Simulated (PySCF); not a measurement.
**Two-photon absorption: SMILES C1=C(CO)C=CC(C)=C1, C8H10O**

Geometry:
```
atom   x (Å)   y (Å)   z (Å)
  C1  -3.005  -0.588  -0.357
  C2  -1.556  -0.266  -0.134
  C3  -0.553  -0.913  -0.864
  C4   0.790  -0.595  -0.684
  C5   1.175   0.380   0.241
  C6   2.631   0.735   0.414
  O7   3.506  -0.327   0.155
  C8   0.179   1.021   0.982
  C9  -1.164   0.706   0.794
 H10  -3.146  -1.640  -0.647
 H11  -3.428   0.032  -1.166
 H12  -3.605  -0.399   0.546
 H13  -0.830  -1.683  -1.590
 H14   1.564  -1.110  -1.259
 H15   2.902   1.531  -0.301
 H16   2.784   1.165   1.425
 H17   3.239  -1.067   0.712
 H18   0.458   1.775   1.724
 H19  -1.926   1.218   1.389
```

Theory: TDDFT CAM-B3LYP/aug-cc-pVDZ excited states, vertical, gas phase in PySCF. Geometry: PBE0-D3(BJ)/def2-SVP.

Problem. Give the one- and two-photon strengths of the lowest singlets.

Solution. δ for parallel linear polarisation; σ at the peak of a Lorentzian of half width 0.1 eV, single beam; Ω is circular over linear.
| state | E (eV) | f | photon λ (nm) | δ (au) | σ (GM) | Ω | main |
| --- | --- | --- | --- | --- | --- | --- | --- |
| S1 | 5.23 | 0.004 | 474 | 0.31 | 0.00 | 1.11 | HOMO→LUMO+4 0.60, HOMO−1→LUMO+2 0.14 |
| S2 | 5.79 | 0.085 | 428 | 10.8 | 0.13 | 0.52 | HOMO→LUMO+2 0.32, HOMO−1→LUMO+4 0.20 |
| S3 | 6.01 | 0.002 | 412 | 43.4 | 0.57 | 0.66 | HOMO→LUMO 0.75 |
| S4 | 6.40 | 0.040 | 388 | 149 | 2.23 | 0.84 | HOMO→LUMO+1 0.60, HOMO→LUMO+3 0.12 |
| S5 | 6.48 | 0.013 | 383 | 119 | 1.82 | 1.49 | HOMO−1→LUMO 0.85 |
| S6 | 6.53 | 0.029 | 380 | 27.9 | 0.44 | 0.43 | HOMO→LUMO+3 0.48, HOMO→LUMO+2 0.32 |

Among these, the strongest one-photon state is S2, the strongest two-photon state S4, with a dipole change of 2.8 D (relaxed, norm of the difference vector).
